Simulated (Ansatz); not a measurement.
A structure drawn as `[BH2][AlH][BH]O`, with this starting geometry:

```xyz
9

B     1.741   -0.399   -1.246
Al    0.340    0.627   -0.229
B    -0.965   -0.395    0.999
O    -1.965    0.459    1.784
H     2.516    0.132   -2.010
H     1.790   -1.606   -1.220
H     0.265    2.248   -0.355
H    -0.915   -1.498    1.100
H    -2.808    0.432    1.178
```

The species carries charge 0 and has multiplicity 1.

**Question.** Relax it with Ansatz at PBE-D4/def2-SVP and then PBE0-D4/def2-TZVP. Is the drawn bonding still there?

**Answer.** Yes, every drawn bond is still there and no new one forms.

**Question.** Give the relaxed structure. (An estimate is asked.)

**Answer.** Ansatz gave: 
Z-matrix (Å, degrees):
```
B
Al 1 2.113
H 1 1.201 2 122.9
H 1 1.202 2 123.0 3 178.5
B 2 2.153 1 122.9 3 -91.7
H 2 1.602 1 118.1 3 90.7
O 5 1.357 2 119.3 1 87.2
H 5 1.212 2 123.3 1 -92.5
H 7 0.962 5 113.8 2 179.7
```
All modes are real.

Atoms count as bonded under 1.1 times the sum of their covalent radii (H–H under 0.85 Å, pairs among N, O and F under 1.55 Å), and a drawn bond as lost past 1.3 times.
